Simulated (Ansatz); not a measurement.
The same path of CH$_{6}$BClOSi (11 atoms, charge 0, multiplicity 1) was run 3 times with different band settings. The coordinate that changes most is the dihedral H10–Si4–O5–H11.

These are results of RKS PBE0-D4/def2-SVP (Ansatz), not measurements.

Relaxed end points:

```xyz
11
Properties=species:S:1:pos:R:3
C -1.026 -1.144 0.724
B 0.305 -0.337 0.786
Cl 1.310 -0.432 2.237
Si 0.993 0.893 -0.668
O 0.025 0.887 -2.039
H -1.813 -0.469 1.113
H -1.320 -1.395 -0.307
H -1.038 -2.043 1.357
H 2.335 0.427 -1.126
H 1.143 2.283 -0.117
H -0.849 1.274 -1.940
```

```xyz
11
Properties=species:S:1:pos:R:3
C -1.010 -1.181 0.822
B 0.332 -0.398 0.814
Cl 1.477 -0.580 2.145
Si 0.842 0.926 -0.623
O -0.330 0.818 -1.817
H -1.769 -0.472 1.210
H -1.346 -1.434 -0.195
H -1.022 -2.068 1.472
H 2.207 0.626 -1.172
H 0.911 2.315 -0.055
H -0.227 1.392 -2.582
```

Common settings: optimiser quadratic models (default); start path IDPP; force threshold 0.03 eV/Å; iteration limit 60; end points relaxed.

| run | movable images | climbing image | spring |
| --- | --- | --- | --- |
| 1 | 5 | yes | 5.0 eV/Å² |
| 2 | 4 | no | 5.0 eV/Å² |
| 3 | 5 | yes | 0.5 eV/Å² |

Problem. What does each run give, and how far can it be trusted?

Solution. Run 1: converged after 8 iterations, highest image 0.006 eV above the first end. The top lies less than 8 meV above the higher end, about what the thresholds resolve: that end is a shoulder or a very shallow well. A vibrational analysis at the climbing image gives one clearly imaginary mode, 190i cm⁻¹: a first-order saddle point.
Run 2: converged after 10 iterations, highest image 0.004 eV above the first end. The top lies less than 8 meV above the higher end, about what the thresholds resolve: that end is a shoulder or a very shallow well. No image climbed, so the highest image needn't sit at the top of the path.
Run 3: converged after 8 iterations, highest image 0.006 eV above the first end. The top lies less than 8 meV above the higher end, about what the thresholds resolve: that end is a shoulder or a very shallow well. Another band between the same ends (5 images) ends at a top of the same energy, where a vibrational analysis finds 1 clearly imaginary mode.
